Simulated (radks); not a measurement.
The mean radii <r> (bohr) of the occupied orbitals of an atom or ion are listed with their occupations. All-electron calculation, scalar-relativistic Kohn-Sham, PBE, spin-polarised, spherical densities, finite nucleus; Fermi nuclear charge, rms radius of each element as measured or else 0.836 A^(1/3) + 0.57 fm. Program: a radial shooting solver on a logarithmic mesh with Libxc functionals.

| orbital | occ. | <r> |
|---|---|---|
| 1s up | 1 | 0.04275 |
| 1s down | 1 | 0.04275 |
| 2s up | 1 | 0.1895 |
| 2s down | 1 | 0.1895 |
| 2p up | 3 | 0.1654 |
| 2p down | 3 | 0.1654 |
| 3s up | 1 | 0.5511 |
| 3s down | 1 | 0.5509 |
| 3p up | 3 | 0.5635 |
| 3p down | 3 | 0.5632 |
| 3d up | 5 | 0.5870 |
| 3d down | 5 | 0.5856 |
| 4s up | 1 | 1.524 |
| 4s down | 1 | 1.524 |
| 4p up | 1 | 1.733 |
| 5s up | 1 | 3.555 |
| 5s down | 1 | 3.589 |

Name the element and its charge. Open shells, if any, are filled with parallel spins first.

Answer. Z = 35, bromine, charge +2: Br2+ in [Ar] 3d10 4s2 4p1 5s2. The 1s radius gives Z: for a bare nucleus <r> = (2 gamma + 1)/(2Z) with gamma = sqrt(1 - (Z/c)^2), 0.04191 bohr for Z = 35, and screening makes it slightly larger (0.04275 here). The occupations add up to 33, and the charge is Z minus that.
